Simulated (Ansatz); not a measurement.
Frontier orbitals of BCl₂F, SMILES `FB(Cl)Cl`.

```csv
atom,x (Å),y (Å),z (Å)
F1,-1.1999,-0.5165,0.5238
B2,-0.0829,-0.0357,0.0362
Cl3,1.0416,0.7505,1.1043
Cl4,0.2413,-0.1982,-1.6643
```

Total charge 0; spin multiplicity 1. The geometry is a stationary point of PBE0-D4/def2-TZVP. Basis def2-TZVPP, the Gaussian-basis code of Ansatz.

A caution on the coupled-cluster cation, which keeps the state that its UHF reference found: large T1 diagnostic of the cation.

Orbital energies of one run (eV). Highest occupied ones, from the top: -11.69, -12.13, -12.72, -13.11, -13.74, -16.37, -16.70, -17.03, -19.14, -26.42, -27.27, -37.76, -192.01, -200.39. Empty: 1.18, 2.21, 3.97, 4.32, 4.34, 4.41.

(1) Which functional gave them?
A. ωB97M-V
B. LDA (SPW92)
C. PBE0
D. revPBE

Results:

(1) A. HOMO energies: ωB97M-V -11.69, revPBE -7.90, PBE0 -9.43, LDA (SPW92) -8.10 eV.
